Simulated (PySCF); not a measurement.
C6H18Si2, charge +1, doublet, geometry from GFN2-xTB (a state made from the parent by changing its charge; the spin is typed, not shown lowest); B3LYP5/STO-3G in PySCF.

PySCF was given this input:
```python
from pyscf import gto, scf, dft

mol = gto.Mole()
mol.atom = '''
    C    -1.73694080   -0.74692457   -1.72829278
    Si   -1.33539567   -0.22157629    0.04899257
    C    -2.00789628    1.47261953    0.57185621
    C    -1.46557744   -1.59052092    1.35473849
    Si    1.32591254    0.21993936   -0.06371715
    C     1.72461407    0.75245252    1.71204185
    C     1.45862465    1.58337799   -1.37497967
    C     1.99915905   -1.47635468   -0.57876097
    H    -1.20605232   -1.64857425   -2.02011783
    H    -1.50045032    0.02994374   -2.44977977
    H    -2.79996268   -0.95723512   -1.82154815
    H    -3.09134913    1.43105111    0.65763559
    H    -1.62274273    1.78737040    1.53755677
    H    -1.77418179    2.24855082   -0.15156824
    H    -2.50730110   -1.86836191    1.49809590
    H    -0.93234578   -2.49028070    1.06129439
    H    -1.08341044   -1.27411555    2.32109835
    H     2.78866784    0.95634355    1.80812366
    H     1.19847245    1.65918825    1.99666659
    H     1.48032046   -0.01868995    2.43704488
    H     1.07929121    1.26259976   -2.34099485
    H     0.92399758    2.48405326   -1.08701427
    H     2.50057626    1.86134945   -1.51672101
    H     1.61318170   -1.79635666   -1.54240907
    H     1.76686763   -2.24876455    0.14886246
    H     3.08248092   -1.43437143   -0.66603498
'''
mol.basis = 'sto-3g'
mol.charge = 1
mol.spin = 1
mol.verbose = 4
mol.build()

mf = dft.UKS(mol)
mf.xc = 'b3lyp5'
mf.kernel()
```

It wrote (shortened):

```
PySCF version 2.14.0

[INPUT] verbose = 4
[INPUT] num. atoms = 26
[INPUT] num. electrons = 81
[INPUT] charge = 1
[INPUT] spin (= nelec alpha-beta = 2S) = 1
[INPUT] symmetry False subgroup None
[INPUT] Mole.unit = angstrom
[INPUT] Symbol           X                Y                Z      unit          X                Y                Z       unit  Magmom
[...]
nuclear repulsion = 558.53887260041
number of shells = 46
number of NR pGTOs = 198
number of NR cGTOs = 66
basis = sto-3g
ecp = {}

******** <class 'pyscf.dft.uks.UKS'> ********
method = UKS
initial guess = minao
damping factor = 0
level_shift factor = 0
DIIS = <class 'pyscf.scf.diis.CDIIS'>
diis_start_cycle = 1
diis_space = 8
diis_damp = 0
SCF conv_tol = 1e-09
SCF conv_tol_grad = None
SCF max_cycles = 50
direct_scf = True
direct_scf_tol = 1e-13
number electrons alpha = 41  beta = 40
XC library pyscf.dft.libxc version 7.1.2
    S. Lehtola, C. Steigemann, M. J. T. Oliveira, and M. A. L. Marques,  SoftwareX 7, 1–5 (2018)
XC functionals = b3lyp5
    P. A. M. Dirac,  Math. Proc. Cambridge Philos. Soc. 26, 376 (1930)
    F. Bloch,  Z. Phys. 57, 545 (1929)
    A. D. Becke,  Phys. Rev. A 38, 3098 (1988)
    C. Lee, W. Yang, and R. G. Parr,  Phys. Rev. B 37, 785 (1988)
    B. Miehlich, A. Savin, H. Stoll, and H. Preuss,  Chem. Phys. Lett. 157, 200 (1989)
    S. H. Vosko, L. Wilk, and M. Nusair,  Can. J. Phys. 58, 1200 (1980)
radial grids:
    Treutler-Ahlrichs [JCP 102, 346 (1995); DOI:10.1063/1.469408] (M4) radial grids

becke partition: Becke, JCP 88, 2547 (1988); DOI:10.1063/1.454033
pruning grids: <function nwchem_prune>
grids dens level: 3
symmetrized grids: False
atomic radii adjust function: <function treutler_atomic_radii_adjust>
small_rho_cutoff = 0
Set gradient conv threshold to 3.16228e-05
tot grids = 299616
init E= -808.351074520178

cycle= 1 E= -808.438044194668  delta_E= -0.087  |g|= 0.327  |ddm|= 4.04
cycle= 2 E= -808.445075553562  delta_E= -0.00703  |g|= 0.313  |ddm|= 0.954
cycle= 3 E= -808.512136824873  delta_E= -0.0671  |g|= 0.00657  |ddm|= 0.458
cycle= 4 E= -808.512181613816  delta_E= -4.48e-05  |g|= 0.00152  |ddm|= 0.0161
cycle= 5 E= -808.512184731816  delta_E= -3.12e-06  |g|= 0.000401  |ddm|= 0.00413
cycle= 6 E= -808.512184933557  delta_E= -2.02e-07  |g|= 0.000152  |ddm|= 0.0011
cycle= 7 E= -808.512184965646  delta_E= -3.21e-08  |g|= 2.51e-05  |ddm|= 0.00045
cycle= 8 E= -808.512184966831  delta_E= -1.19e-09  |g|= 7.07e-06  |ddm|= 9.24e-05
cycle= 9 E= -808.512184966875  delta_E= -4.39e-11  |g|= 5.11e-06  |ddm|= 2e-05
Extra cycle  E= -808.51218496688  delta_E= -4.32e-12  |g|= 5.34e-06  |ddm|= 1.48e-05
converged SCF energy = -808.51218496688  <S^2> = 0.75039476  2S+1 = 2.0003947
```
